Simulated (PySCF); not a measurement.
Structure problem from calculated spectra and properties.

Formula: C4H10O2Si.

* 1H NMR: chemical shifts (computed TMS as zero) by class: 6.53 (1 H), 5.05 (1 H), 4.89 (1 H), 4.45 (1 H), 3.79 (3 H), 0.11 (3 H) ppm [GIAO PBE0/pcSseg-1]
* 13C NMR: chemical shifts (computed TMS as zero) by class: 149.2 (1 C), 100.3 (1 C), 50.4 (1 C), -1.6 (1 C) ppm [GIAO PBE0/pcSseg-1]
* UV, first state: lowest singlet excitation: 6.55 eV (189 nm, f = 0.020) [TDDFT CAM-B3LYP/def2-SVPD]
* Polarisability: 82.1 au [CAM-B3LYP/def2-SVPD]
* Dipole: 2.35 D [CAM-B3LYP/def2-SVPD]
* Rotational structure: rotational constants A, B, C: 4.277, 1.181, 0.987 GHz [GFN2-xTB]
* Triplet: lowest triplet excitation (Tamm–Dancoff): 4.28 eV [TDA CAM-B3LYP/def2-SVPD]
* NMR, other nuclei: isotropic shieldings of nuclei other than C and H, by class: 204 (1 O), 317 (1 O), 367 (1 Si) ppm [GIAO PBE0/pcSseg-1]
* UV, strongest line: among the 8 lowest singlet transitions: S2 at 6.99 eV (177 nm, f = 0.428) [TDDFT CAM-B3LYP/def2-SVPD]

The electronic properties come from PySCF, for the isolated species, density fitting. Levels stand in brackets. One conformer (not necessarily the lowest) at the GFN2-xTB geometry, without solvent, vibrations or thermal averaging. NMR classes are plain means over equivalent atoms (diastereotopic ones count apart unless rotation or inversion swaps them), as if these changed places fast.

Question: Propose a structure and show how it fits.

Answer: Numbering: `[CH2:1]=[CH:2][O:3][Si@@H:4]([CH3:5])[O:6][CH3:7]`. Its formula, C4H10O2Si, gives 1 degree of unsaturation: 0 rings and 1 π bond in the structure found. 4 carbons fall into 4 classes; from least to most shielded: vinylic carbon bearing oxygen [C2] (149.2 ppm), terminal =CH2 carbon [C1] (100.3 ppm), methoxy carbon [C7] (50.4 ppm), Si-methyl carbon [C5] (-1.6 ppm). Hydrogen classes from least to most shielded: 1 H on a vinylic carbon bearing oxygen, C2 (6.53 ppm), 1 H on an oxygen-bound silicon, Si4 (5.05 ppm), 1 H on a terminal =CH2 carbon, C1 (4.89 ppm), 1 H on a terminal =CH2 carbon, C1 (4.45 ppm), 3 H on a methoxy carbon, C7 (3.79 ppm), 3 H on an Si-methyl carbon, C5 (0.11 ppm). The other shieldings belong to: 204 ppm, silyl ether oxygen [O3]; 317 ppm, silyl ether oxygen [O6]; 367 ppm, oxygen-bound silicon [Si4]. The optimised geometry has point group C1 and is an asymmetric top. Structure: `C=CO[Si@@H](C)OC`. Computed isomers that give other values at the same levels: `CC1([SiH](O)O)CC1` (13C chemical shifts (computed TMS as zero) by class: 21.6 (1 C), 8.5 (2 C), 5.1 (1 C) ppm); `C[Si](C)(C)OC=O` (13C chemical shifts (computed TMS as zero) by class: 165.3 (1 C), 0.3 (3 C) ppm); `C=C(CC)O[SiH2]O` (13C chemical shifts (computed TMS as zero) by class: 169.6 (1 C), 92.8 (1 C), 35.5 (1 C), 16.1 (1 C) ppm). The assignments are read from this structure; whether some other isomer fits the data as well wasn't checked. The mirror image fits equally.

The values belong to the conformer `[CH2:1]=[CH:2][O:3][Si@@H:4]([CH3:5])[O:6][CH3:7]`: C1–C2–O3–Si4 -179°, C2–O3–Si4–C5 57°, O3–Si4–O6–C7 -179°.
